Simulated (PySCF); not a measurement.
A structure optimised at PBE-D3(BJ)/def2-SVP, used in a PySCF frequency run:

```
Si
N 1 1.7400
H 2 1.0239 1 118.05
H 2 1.0249 3 109.52 1 139.01
H 1 1.5013 2 105.80 3 -40.19
C 1 1.8947 5 112.31 2 116.67
H 6 1.1107 1 110.28 5 64.77
H 6 1.1135 7 104.82 1 -117.40
N 6 1.4709 7 110.02 8 -117.95
H 9 1.0290 6 109.69 7 -58.27
H 9 1.0300 10 104.89 6 116.86
Cl 1 2.1130 5 107.42 2 -122.58
```
Charge 0, spin multiplicity 1.

Q: Write its SMILES and formula.

A: NC[Si@@H](N)Cl, CH7ClN2Si

Q: What are its rotational constants (standard atomic weights)?

A: 4.9532, 1.7526, 1.4004 GHz
